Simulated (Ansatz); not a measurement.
AlGa2⁻: single points at one geometry.

```yaml
crystal:
  periodic: [false, false, false]
  atoms:
    - {symbol: Al, position_ang: [-0.786053, 0.664022, -1.046055]}
    - {symbol: Ga, position_ang: [1.107729, 0.692609, 0.636380]}
    - {symbol: Ga, position_ang: [-0.321676, -1.356631, 0.409665]}
basis:
  gaussian: {orbitals: def2-SVPD, initial_orbitals: start.molden}
total_charge: -1
hamiltonian: {xc: pbe0, dispersion: d4}
scf: {omitted_lower_state_checks: [starts]}
output: {orbitals: {seedname: orbitals}}
```

The file start.molden holds the orbitals of an earlier run on this structure, at another level or in another basis.

```sh
$ ansatz run in.yaml --threads 4 --pin off --events-out ev --progress --plain --max-ram 3916MiB
```

It prints (some lines left out):

```
Functional definition: PBE0
934 factors; integrals over basis functions are off by at most 5.2e-4 eV
mean field evaluation 1: about -111320.8705 eV, gradient 2.9e0 eV
mean field evaluation 2: about -111320.8804 eV, gradient 1.5e-2 eV
mean field evaluation 4: about -111320.8872 eV, gradient 3.1e-5 eV
mean field -111320.88721462 eV, -4090.9671491297 hartree, gradient 7.0e-5 eV, S^2 0.000000; 0 other end points of the search recorded, 0 dependent functions left out
reference -111320.88723897 eV, -4090.9671500246 hartree; 38, 38 occupied and 62, 62 virtual orbitals, 934 factors
Total energy: -111320.97942227 eV, -4090.9705376985 hartree
Checks for a lower state left out: starts
```

Hardware: 4 threads of Arm Neoverse V1 on a shared host. Wall time 1.1 s.

First input, but with `gaussian: {orbitals: 6-31G}`, `hamiltonian: {xc: hf}` (abridged; 0.45 s):

```
Functional definition: HF
mean field -111232.01278019 eV, -4087.7010739059 hartree, gradient 2.6e-5 eV, S^2 0.000000
Total energy: -111232.01278019 eV, -4087.7010739059 hartree
Checks for a lower state left out: starts
```

First input, but with `gaussian: {orbitals: def2-TZVPD, initial_orbitals: start.molden}`, `hamiltonian: {xc: r2scan, dispersion: d4}`, `output: {forces: true, orbitals: {seedname: orbitals}}` (abridged; 3.3 s):

```
Functional definition: r2SCAN
mean field -111352.04842787 eV, -4092.1123025948 hartree, gradient 1.8e-5 eV, S^2 0.000000
Total energy: -111352.06623877 eV, -4092.1129571336 hartree
Atom 0 force     0.208807    -0.176391     0.277873 eV/Å
Atom 1 force    -0.329708    -0.234809    -0.174671 eV/Å
Atom 2 force     0.120901     0.411200    -0.103201 eV/Å
Dipole moment:     0.187181    -0.158122     0.249093 e Å
Checks for a lower state left out: starts
```

As the first input, with `gaussian: {orbitals: 6-31G}`, `hamiltonian: {xc: {name: B3LYP}, dispersion: d4}` (abridged; 0.8 s):

```
Functional definition: B3LYP
mean field evaluation 16: about -111336.8326 eV, gradient 8.3e-6 eV
mean field -111336.83258785 eV, -4091.5531307877 hartree, gradient 8.3e-6 eV, S^2 0.000000
Total energy: -111337.01626761 eV, -4091.5598808945 hartree
Checks for a lower state left out: starts
```

The first input with `gaussian: {orbitals: def2-TZVPD, initial_orbitals: start.molden}`, `hamiltonian: {xc: pbe, dispersion: d4}` (abridged; 1.2 s):

```
Functional definition: PBE
mean field -111334.27239135 eV, -4091.4590453018 hartree, gradient 2.1e-5 eV, S^2 0.000000
Total energy: -111334.38132802 eV, -4091.4630486505 hartree
Checks for a lower state left out: starts
```

As the first input, with `gaussian: {orbitals: def2-TZVPD, initial_orbitals: start.molden}` (abridged; 2.1 s):

```
Functional definition: PBE0
mean field -111336.55616344 eV, -4091.5429723783 hartree, gradient 1.8e-5 eV, S^2 0.000000
Total energy: -111336.64837140 eV, -4091.5463609582 hartree
Checks for a lower state left out: starts
```

As the first input, with `hamiltonian: {xc: pbe, dispersion: d4}` (abridged; 0.8 s):

```
Functional definition: PBE
mean field -111318.53324040 eV, -4090.8806421728 hartree, gradient 2.1e-5 eV, S^2 0.000000
Total energy: -111318.64217522 eV, -4090.8846454537 hartree
Checks for a lower state left out: starts
```

Geometry: B3LYP-D4/def2-TZVPD.

The 6-31G sets use Cartesian d functions. B3LYP takes the VWN-RPA correlation. The restricted singlet is unstable towards broken spin symmetry at other levels; at PBE0-D4/def2-SVPD, B3LYP-D4/6-31G, PBE-D4/def2-SVPD this wasn't settled. The restricted singlet is unstable towards broken spin symmetry in Hartree–Fock (as tested in another run); at HF/6-31G this wasn't settled. At r2SCAN-D4/def2-TZVPD, PBE-D4/def2-TZVPD, PBE0-D4/def2-TZVPD the restricted singlet is unstable: a solution with broken spin symmetry lies lower. At r2SCAN-D4/def2-TZVPD, B3LYP-D4/6-31G, PBE-D4/def2-TZVPD, PBE-D4/def2-SVPD the highest occupied level of the charge -1 singlet lies above zero (up to 0.40 eV). The electron is either unbound and held by the finite basis, or the level is raised by self-interaction error. The geometry of the singlet was relaxed on an unsound state (restricted singlet, unstable towards broken spin symmetry at other levels and untested here). The structure comes from a short search, and lower isomers may exist.
